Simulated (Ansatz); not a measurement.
Start from `C[SiH2][AsH]O` and change one atom or group to get `C[SiH2][AsH2]`.

Ansatz, PBE0-D4/def2-TZVP geometries, multiplicity 1. Each molecule was computed in one conformer, which needn't be the lowest.

Scalar relativity is left out up to krypton.

```csv
property,`C[SiH2][AsH]O`
LUMO energy (PBE0/def2-TZVPP) / eV,-0.70
size of the dipole moment (B3LYP/def2-TZVPP) / D,0.18
LUMO energy (ωB97M-V/def2-TZVPP) / eV,1.14
HOMO–LUMO gap (ωB97M-V/def2-TZVPP) / eV,10.19
HOMO energy (PBE0/def2-TZVPP) / eV,-6.98
size of the dipole moment (PBE/def2-TZVPP) / D,0.25
```

Give the same properties after the change, and the shifts. (Best estimate.)

Ansatz gave: 
```tsv
property	`C[SiH2][AsH2]`	shift
LUMO energy (PBE0/def2-TZVPP) / eV	0.27	0.97
size of the dipole moment (B3LYP/def2-TZVPP) / D	0.92	0.74
LUMO energy (ωB97M-V/def2-TZVPP) / eV	1.94	0.80
HOMO–LUMO gap (ωB97M-V/def2-TZVPP) / eV	11.30	1.11
HOMO energy (PBE0/def2-TZVPP) / eV	-7.29	-0.31
size of the dipole moment (PBE/def2-TZVPP) / D	0.93	0.68
```

With PBE0 the HOMO falls by 0.31 eV and the LUMO rises by 0.97 eV, so the gap widens by about 1.28 eV. PBE moves the HOMO by -0.36 eV and ωB97M-V by -0.31 eV. Dipoles are sizes alone; their direction can turn.

B3LYP here is the variant with VWN-RPA as its local correlation; programs differ in this.
